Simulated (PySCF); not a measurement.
C4H10Si.
Bonds: Si1–C2, C2–C3, C3–C4, C4–C5, C3–C5. Hydrogens: H6, H7, H8 on Si1; H9, H10 on C2; H11 on C3; H12, H13 on C4; H14, H15 on C5.

Method used: PySCF 2.14.0, PBE0-D3(BJ)/def2-SVP geometry optimisation, gas phase.

Task: List the bond lengths, angles and torsions at this level.

Result: 
```csv
bond,length (pm),order
Si1–C2,188.9,single
C2–C3,151.1,single
"C3–C4, C3–C5",150.1,single
C4–C5,150.1,single
"Si1–H6, Si1–H7, Si1–H8",149.6,single
"C2–H9, C2–H10",110.4,single
C3–H11,109.6,single
"C4–H12, C5–H14",109.3,single
"C4–H13, C5–H15",109.4,single
```

Bonds in one row agree within 1 pm and their mean is given. Orders are formal, as drawn. A selection of angles:
```csv
angle,degrees
C2–Si1–H6,110.6
C2–Si1–H7,110.4
H6–Si1–H7,108.4
H6–Si1–H8,108.5
Si1–C2–C3,113.0
Si1–C2–H9,108.8
Si1–C2–H10,108.0
C3–C2–H9,110.6
C3–C2–H10,110.2
H9–C2–H10,106.0
C2–C3–C4,120.5
C2–C3–C5,121.0
C2–C3–H11,114.2
C4–C3–C5,60.0
C4–C3–H11,115.3
C3–C4–C5,60.0
C3–C4–H12,118.6
C3–C4–H13,117.6
C5–C4–H12,118.6
C5–C4–H13,117.9
H12–C4–H13,113.9
```

Dihedral angles: Si1–C2–C3–C4 82° (synclinal); C2–C3–C4–C5 111° (anticlinal); C2–C3–C5–C4 -110° (anticlinal). The mirror-image conformer, all signs reversed, is as good.

All internal angles of the 3-membered ring C3–C4–C5 are 60.0°. Si1 (SiH3 silicon) is tetrahedral (angles from 108.3° to 110.6°).

Point group: C1 (no symmetry element, even within 0.4 Å). Stationary, but not proved a minimum. The numbers are those of one conformer.
